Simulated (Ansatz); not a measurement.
`ClC[SiH2]Cl` + HBr → `Cl[SiH2]Br` + `CCl` at 700 K and 1 bar (ligand exchange at the Si–C bond).

Gas-phase electronic energies from Ansatz, PBE0-D4/def2-TZVP geometries. CBS: MP2 limit from def2 TZ/QZ plus the TZ coupled-cluster correction, frozen cores. This one scheme is used for every species. For Br outer-core shells are correlated without core-valence functions, which leaves a few kJ/mol of doubt a bond. Scalar relativity is left out up to krypton. One conformer a species, not always the lowest.

| species | CCSD(T)/CBS energy (Eh) | H − E (kJ/mol) | S (J/(mol·K)) |
| --- | --- | --- | --- |
| `ClC[SiH2]Cl` | -1249.14529 | 187.4 | 425.0 |
| HBr | -2573.91920 | 36.5 | 223.7 |
| `Cl[SiH2]Br` | -3323.46904 | 97.6 | 369.7 |
| `CCl` | -499.63220 | 131.4 | 278.6 |

H − E and S are ideal-gas, rigid-rotor, harmonic terms from PBE0-D4/def2-TZVP, for one conformer and one mirror image of each species. 1 Eh = 2625.50 kJ/mol, R = 8.31446 J/(mol·K).

Question: By hand: ΔE, ΔH, ΔS and ΔG.

Answer: ΔE = (-3323.46904) + (-499.63220) − (-1249.14529) − (-2573.91920) = -0.03675 Eh = -96.5 kJ/mol. Δ(H − E) = 97.6 + 131.4 − 187.4 − 36.5 = 5.1, so ΔH = -91.4 kJ/mol. ΔS = 369.7 + 278.6 − 425.0 − 223.7 = -0.4 J/(mol·K). ΔG = -91.4 − 700 × (-0.4)/1000 = -91.1 kJ/mol.

Question: By hand: the equilibrium constant, and the temperature at which ΔG would vanish if ΔH and ΔS stayed fixed.

Answer: log₁₀ K = −ΔG/(RT ln 10) = 6.8. ΔG = 0 at ΔH/ΔS = 228500 K, far beyond where these terms or the molecules hold.

The number of gas molecules stays the same, so ΔS is small and ΔH decides. A doubt of 5 kJ/mol in ΔE shifts log₁₀ K by 0.4 here. Other conformers and mirror images would add mixing entropy, several J/(mol·K) or more a flexible species. These are equilibria of isolated gas molecules and say nothing of rates. Largest T1 diagnostic: 0.009 (customary marks: 0.02 for closed shells, 0.045 for open ones).
